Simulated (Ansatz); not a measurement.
Abridged output of a molecular run in Ansatz:

```
Functional definition: HF
1538 factors; integrals over basis functions are off by at most 1.0e-3 eV
mean field evaluation 1: about -25227.4287 eV, gradient 2.7e1 eV
mean field evaluation 2: about -25227.7015 eV, gradient 2.7e1 eV
mean field evaluation 4: about -25229.9679 eV, gradient 4.4e0 eV
mean field evaluation 8: about -25230.0181 eV, gradient 1.9e-1 eV
mean field -25230.01827817 eV, -927.1860702021 hartree, gradient 1.5e-6 eV, S^2 0.000000; 0 other end points of the search recorded, 0 dependent functions left out
13 core orbitals not correlated: weight in the atoms' cores, before any rotation towards them, 1.000 or more for the frozen orbitals, at most 0.000 for the correlated occupied ones
reference -25230.01827817 eV, -927.1860702021 hartree; 16, 16 occupied and 232, 232 virtual orbitals, 1538 factors
second order -24.71701580 eV of doubles, -0.00000000 eV of singles
cycle   1  -25.47068965 eV  change   -7.5e-1 eV  update   1.0e-1
cycle   2  -26.08580398 eV  change   -6.2e-1 eV  update   3.0e-2
cycle   3  -26.21172884 eV  change   -1.3e-1 eV  update   1.5e-2
cycle   4  -26.20173613 eV  change    1.0e-2 eV  update   3.2e-3
cycle   5  -26.20032507 eV  change    1.4e-3 eV  update   1.3e-3
cycle   6  -26.20083101 eV  change   -5.1e-4 eV  update   4.0e-4
cycle   7  -26.20067351 eV  change    1.6e-4 eV  update   1.5e-4
cycle   8  -26.20061118 eV  change    6.2e-5 eV  update   4.6e-5
cycle   9  -26.20062666 eV  change   -1.5e-5 eV  update   1.9e-5
perturbative correction -0.98236801 eV, -0.0361013585 hartree
Total energy: -25257.20127284 eV, -928.1850268308 hartree
```

Its atoms:

Z-matrix (Å, degrees):
```
C
C 1 1.504
F 1 1.380 2 111.1
H 1 1.096 2 109.0 3 -118.7
H 1 1.093 2 111.5 3 120.4
Cl 2 1.795 1 111.3 3 -74.6
Si 2 1.900 1 114.6 3 47.5
H 2 1.093 1 108.0 3 169.5
H 7 1.488 2 108.3 1 51.8
H 7 1.483 2 107.7 1 170.0
H 7 1.479 2 110.4 1 -69.4
```

Q: Which basis set was used?
A. def2-TZVPP
B. cc-pV(D+d)Z
C. def2-SVP
D. def2-QZVPP

A: A. It gives 261 functions.

Q: Write the keys of the input that set method, charge and spin (a neutral closed shell needs none for the last two).

A: 
```yaml
correlation: {method: ccsd_t}
```
